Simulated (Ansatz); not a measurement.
One change: `C[Si](N)(N)[SiH3]` becomes `C[Si](C)(N)N`.

Ansatz, PBE0-D4/def2-TZVP geometries, multiplicity 1. Each molecule was computed in one conformer, which needn't be the lowest.

| property | `C[Si](N)(N)[SiH3]` |
| --- | --- |
| LUMO energy (PBE0/def2-TZVPP) / eV | 0.55 |
| HOMO energy (PBE0/def2-TZVPP) / eV | -6.74 |
| HOMO–LUMO gap (PBE0/def2-TZVPP) / eV | 7.29 |
| HOMO energy (ωB97M-V/def2-TZVPP) / eV | -8.88 |
| size of the dipole moment (ωB97M-V/def2-TZVPP) / D | 1.37 |
| HOMO–LUMO gap (PBE/def2-TZVPP) / eV | 5.23 |

**Question.** Give the same properties after the change, and the shifts. (An estimate is asked.)

**Answer.** Computed: 
| property | `C[Si](C)(N)N` | shift |
| --- | --- | --- |
| LUMO energy (PBE0/def2-TZVPP) / eV | 0.86 | 0.31 |
| HOMO energy (PBE0/def2-TZVPP) / eV | -6.88 | -0.14 |
| HOMO–LUMO gap (PBE0/def2-TZVPP) / eV | 7.74 | 0.45 |
| HOMO energy (ωB97M-V/def2-TZVPP) / eV | -9.23 | -0.35 |
| size of the dipole moment (ωB97M-V/def2-TZVPP) / D | 0.03 | -1.34 |
| HOMO–LUMO gap (PBE/def2-TZVPP) / eV | 5.56 | 0.33 |

With PBE0 the HOMO falls by 0.14 eV and the LUMO rises by 0.31 eV, so the gap widens by about 0.45 eV. PBE moves the HOMO by 0.03 eV and ωB97M-V by -0.35 eV.
